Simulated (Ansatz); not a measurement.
Consider the cleavage of the Si–Si bond: `C[Si@H](O)[Si@H](O)F` + CH₃OH → `CO[SiH](O)F` + `C[SiH2]O`.

Computed with Ansatz on PBE0-D4/def2-TZVP structures; ΔE is electronic, products minus reactants. CCSD(T)/CBS is the MP2 limit (def2-TZVPP, def2-QZVPP) plus CCSD(T) − MP2 in def2-TZVPP, frozen cores. This one scheme is used for every species. DFT in def2-TZVPP. One conformer a species, not always the lowest.

`C[Si@H](O)[Si@H](O)F`:

Cartesian coordinates in Å:
```
C -1.192 -0.166 1.772
Si 0.360 -0.268 0.755
O 1.282 1.072 1.062
Si -0.015 -0.272 -1.568
O 1.237 0.645 -2.119
F -1.407 0.436 -1.946
H -1.796 0.695 1.480
H -1.795 -1.069 1.645
H -0.942 -0.071 2.832
H 1.103 -1.516 1.106
H 1.826 1.377 0.332
H -0.052 -1.575 -2.288
H 1.392 0.712 -3.063
```

CH₃OH:

Z-matrix (Å, degrees):
```
C
O 1 1.409
H 1 1.097 2 112.4
H 1 1.090 2 107.0 3 -118.5
H 1 1.097 2 112.4 3 123.0
H 2 0.959 1 108.5 3 -61.6
```

`CO[SiH](O)F`:

Z-matrix (Å, degrees):
```
C
O 1 1.412
H 1 1.091 2 108.1
H 1 1.095 2 111.2 3 -119.0
H 1 1.094 2 111.3 3 119.4
Si 2 1.623 1 125.5 3 -176.0
F 6 1.595 2 107.9 1 49.5
O 6 1.619 2 108.8 1 170.5
H 6 1.471 2 114.0 1 -68.9
H 8 0.958 6 118.6 2 -39.6
```

`C[SiH2]O`:

Cartesian coordinates in Å:
```
C 0.490 1.063 0.075
Si -0.619 -0.434 0.093
O -0.044 -1.661 -0.852
H 0.051 1.866 0.675
H 0.627 1.436 -0.943
H 1.474 0.838 0.492
H -1.950 -0.105 -0.473
H -0.783 -0.896 1.502
H 0.754 -2.106 -0.568
```

```csv
species,BLYP energy (Eh)
`C[Si@H](O)[Si@H](O)F`,-871.85372
CH₃OH,-115.73478
`CO[SiH](O)F`,-581.14110
`C[SiH2]O`,-406.49740
```

Problem. Work out ΔE.

Solution. ΔE = (-581.14110) + (-406.49740) − (-871.85372) − (-115.73478) = -0.05000 Eh = -1.36 eV. CCSD(T)/CBS gives -1.45 eV.

Largest T1 diagnostic among the species: 0.012.

At CCSD(T), def2-SVP lies +0.04 eV from the extrapolated value and def2-TZVPP −0.02 eV. The D4 term adds +0.05 eV with B3LYP and +0.03 eV with PBE0; it sums over pairs of atoms, weighted by their polarisabilities, and B3LYP, whose exchange is more repulsive, gets the larger term.

B3LYP here is the variant with VWN-RPA as its local correlation; programs differ in this.
